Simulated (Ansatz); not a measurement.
The same path of CH₅OSb (8 atoms, charge 0, multiplicity 1) was run 3 times with different band settings. The coordinate that changes most is the dihedral H5–C1–O2–Sb3.

Level of theory: RKS PBE0/def2-SVP in Ansatz.

Relaxed end points:

```xyz
8
Properties=species:S:1:pos:R:3
C -0.459 1.147 -0.156
O -0.519 -0.111 0.446
Sb 0.418 -1.637 -0.458
H -0.740 1.142 -1.229
H 0.543 1.619 -0.080
H -1.171 1.811 0.363
H 1.982 -1.335 0.220
H 0.039 -2.693 0.839
```

```xyz
8
Properties=species:S:1:pos:R:3
C -0.548 0.969 -0.564
O -0.628 -0.307 -0.004
Sb 1.054 -1.393 0.117
H -1.574 1.340 -0.726
H -0.034 0.993 -1.548
H -0.035 1.700 0.094
H 1.614 -0.716 1.608
H 0.243 -2.644 0.966
```

Common settings: spring 5.0 eV/Å²; start path IDPP; force threshold 0.05 eV/Å; iteration limit 60; end points relaxed.

| run | movable images | climbing image | optimiser | largest step |
| --- | --- | --- | --- | --- |
| 1 | 5 | yes | quadratic models (default) | default |
| 2 | 5 | yes | fire | 0.5 Å |
| 3 | 4 | no | quadratic models (default) | default |

Q: What does each run give, and how far can it be trusted?

A: Run 1: converged after 24 iterations, highest image 0.029 eV above the first end. A vibrational analysis at the climbing image gives one clearly imaginary mode, 110i cm⁻¹: a first-order saddle point.
Run 2: converged after 34 iterations, highest image 0.041 eV above the first end. The order of the stationary point at the top wasn't checked.
Run 3: converged after 8 iterations, highest image 0.038 eV above the first end. No image climbed, so the highest image needn't sit at the top of the path.
